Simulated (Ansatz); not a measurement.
Job for Ansatz (an electronic-structure program): R-CCSD(T)/def2-TZVPP on H3InO (SMILES [OH][InH2]), a point of a torsion scan. Elements past Kr take the def2 small-core potentials; no spin–orbit coupling. The run froze 10 orbitals, filled d shells among them.

Ansatz 0.2 input:
```yaml
crystal:
  periodic: [false, false, false]
  atoms:
    - {symbol: O, position_ang: [1.28948477, -0.40071390, -0.20978229]}
    - {symbol: In, position_ang: [-0.59160966, -0.03595562, -0.01075834]}
    - {symbol: H, position_ang: [1.98889730, 0.07682646, 0.23274882]}
    - {symbol: H, position_ang: [-1.15685481, 1.53538210, 0.32999138]}
    - {symbol: H, position_ang: [-1.56063362, -1.37417126, -0.34857771]}
basis:
  gaussian:
    orbitals: def2-TZVPP
magnetization: {spin_polarized: false}
correlation: {method: ccsd_t, electrons: outside_noble_gas}
scf: {lower_state_search: off}
```

The head of its log:

```
WARN ansatz: RAYON_NUM_THREADS=1 ignored (pool sized by the plan → 1); use --threads N
Functional definition: HF
these checks for a lower state are left out or cut short: stability, starts, cluster_reference, orbital_swaps, neighbouring_geometries, increment
integrals: 0.19 GiB planned
918 factors; integrals over basis functions are off by at most 6.8e-4 eV
mean field: 0.25 GiB planned
mean field evaluation 1: about -7230.5865 eV, gradient 4.2e1 eV
mean field evaluation 2: about -7230.5879 eV, gradient 4.2e1 eV
mean field evaluation 4: about -7233.8756 eV, gradient 2.1e0 eV
mean field evaluation 8: about -7233.8979 eV, gradient 9.3e-2 eV
mean field -7233.89795542 eV, -265.8408465496 hartree, gradient 6.4e-6 eV, S^2 0.000000; 0 other end points of the search recorded, 0 dependent functions left out
10 core orbitals not correlated, not the lowest: weight in the atoms' cores, before any rotation towards them, 0.925 or more for the frozen orbitals, at most 0.067 for the correlated occupied ones
reference -7233.89795542 eV, -265.8408465496 hartree; 6, 6 occupied and 107, 107 virtual orbitals, 918 factors
```

### Question
Give the final energy of this run.

### Answer
-266.1943 hartree (reference determinant -265.8408, T1 diagnostic 0.014).
